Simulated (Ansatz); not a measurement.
`[CH3][SnH2][CH2][AlH2]` + `[SiH3]S` → `[AlH2][S][SiH3]` + `[CH3][SnH2][CH3]`  (ligand exchange at the Al–C bond)

Gas-phase electronic energies from Ansatz, PBE0-D4/def2-TZVP geometries. CCSD(T)/CBS is the MP2 limit (def2-TZVPP, def2-QZVPP) plus CCSD(T) − MP2 in def2-TZVPP, frozen cores. Functionals use def2-TZVPP. B3LYP here is the variant with VWN-RPA as its local correlation; programs differ in this. Elements past krypton have def2 core potentials. For Sn outer-core shells are correlated without core-valence functions, which leaves a few kJ/mol of doubt a bond. Each species was taken in one conformer, which may not be the lowest.

| level | ΔE (kJ/mol) |
| --- | --- |
| B3LYP-D4 | -113.3 |
| PBE0 | -114.2 |
| HF/def2-TZVPP | -121.3 |
| MP2/def2-TZVPP | -113.9 |
| CCSD/def2-TZVPP | -111.8 |
| CCSD(T)/def2-TZVPP | -111.1 |
| HF/def2-QZVPP | -120.4 |
| MP2/CBS(def2) | -114.2 |

(1) What does CCSD(T)/CBS give? (Best estimate.)

Largest T1 diagnostic among the species: 0.011.

Answers

(1) Computed: -111.4 kJ/mol. The listed levels differ from it by -1.9, -2.8, -9.9, -2.5, -0.4, 0.3, -9.0, -2.8 kJ/mol.

In def2-TZVPP, CCSD(T) changes the Hartree–Fock value by +10.2 kJ/mol (the triples alone add +0.7 kJ/mol) and MP2 by +7.4 kJ/mol.
